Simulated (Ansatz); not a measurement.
`C=[C](F)[InH2]`. The species carries charge 0 and has multiplicity 1. In takes the def2 core potential. All single points use the PBE0-D4/def2-TZVP geometry.

```xyz
8

C     0.243    0.307    1.449
C     0.070   -0.527    0.431
F     0.111   -1.857    0.689
In   -0.269    0.078   -1.608
H     0.412   -0.048    2.462
H     0.216    1.375    1.275
H    -0.316    1.779   -1.868
H    -0.467   -1.108   -2.831
```

Q: What is the dipole moment at ωB97M-V/def2-TZVPP? (Best estimate.)

A: The calculation gave: 1.33 D, with components (-0.07, 1.25, -0.44) D in this frame, pointing from negative to positive charge.

Q: And with PBE, r2SCAN, B3LYP? (An estimate is asked.)

A: Ansatz gave: PBE 1.09 D, r2SCAN 1.18 D, B3LYP 1.27 D.

Q: Give the Mulliken charges with ωB97M-V, B3LYP, PBE in def2-TZVPP. (Best estimate.)

A: Ansatz gave: 
```
atom  ωB97M-V  B3LYP    PBE
  C1    -0.21  -0.23  -0.20
  C2    -0.03   0.01   0.01
  F3    -0.21  -0.22  -0.17
 In4     0.41   0.48   0.41
  H5     0.11   0.11   0.09
  H6     0.10   0.11   0.10
  H7    -0.09  -0.14  -0.13
  H8    -0.08  -0.13  -0.12
```

B3LYP here is the variant with VWN-RPA as its local correlation; programs differ in this.
